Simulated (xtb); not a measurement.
O2Zr, singlet, at a GFN2-xTB geometry (such geometries of metal compounds can be far from the true shape).

The xtb input:
```
$ xtb mol.xyz --gfn 2 --json

# file mol.xyz
3

Zr    -0.14735518    -0.16294999    -0.21094306
O      1.44787434     0.60647650    -0.38052480
O     -0.71109845     0.20827346     1.43524010
```

Q: What HOMO-LUMO gap does GFN2-xTB run with xtb give?

A: 2.07 eV

Q: Give the total energy at the level GFN2-xTB.

A: -9.6105 Eh

Q: What is the computed dipole moment (GFN2-xTB)?

A: 9.82 D

Q: What partial charges in atom order does GFN2-xTB give?

A: Zr1 0.99, O2 -0.49, O3 -0.49
